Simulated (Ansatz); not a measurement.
Program: Ansatz. Geometries: PBE0-D4/def2-TZVP. ΔE: electronic, gas phase. CCSD(T)/CBS is the MP2 limit (def2-TZVPP, def2-QZVPP) plus CCSD(T) − MP2 in def2-TZVPP, frozen cores. Functionals use def2-TZVPP. One conformer a species, not always the lowest.

`C=C([SiH3])C[SiH3]` + `CS[SiH2]O` → `O[SiH2]S[SiH3]` + `C=C([SiH3])CC`  (redistribution)

Question: Is it downhill or uphill in electronic energy at CCSD(T)/CBS, and by how much? (Estimate.)

Answer: The calculation gave: Downhill: ΔE = -79.6 kJ/mol.

Question: What do these levels give: PBE-D4, ωB97X-V, ωB97M-V, PBE, r2SCAN, HF/def2-TZVPP, MP2/def2-TZVPP, SCS-MP2/def2-TZVPP, MP2/def2-QZVPP, HF/CBS(def2), MP2/CBS(def2), CCSD/CBS(def2)? (Estimate.)

Answer: Computed: PBE-D4 -73.9, ωB97X-V -77.8, ωB97M-V -77.5, PBE -74.1, r2SCAN -78.5, HF/def2-TZVPP -84.1, MP2/def2-TZVPP -81.3, SCS-MP2/def2-TZVPP -80.1, MP2/def2-QZVPP -81.5, HF/CBS(def2) -83.7, MP2/CBS(def2) -81.8, CCSD/CBS(def2) -80.6 kJ/mol.

Largest T1 diagnostic among the species: 0.012.

From PBE to PBE0 (25 % exact exchange), in def2-TZVPP and without D4, ΔE moves by −4.3 kJ/mol.
